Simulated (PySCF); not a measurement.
Vertical excitations of a molecule CH5Cl2NSi from PySCF 2.14.0 with TDDFT-PBE/def2-SVPD, as energy in eV (oscillator strength): 5.43 (0.002), 5.98 (0.027), 6.22 (0.011), 6.70 (0.034), 6.87 (0.038), 6.96 (0.003), 7.11 (0.009), 7.24 (0.023), 7.44 (0.003), 7.50 (0.057). Lowest triplet (TDA): 5.34 eV. Geometry optimised at PBE0-D3(BJ)/def2-SVP. Other conformers were not sampled.

Problem. Identify the compound among the candidates.
A. C[Si](N)(Cl)Cl
B. NC[SiH](Cl)Cl
C. CN[SiH](Cl)Cl

Solution. C, CN[SiH](Cl)Cl
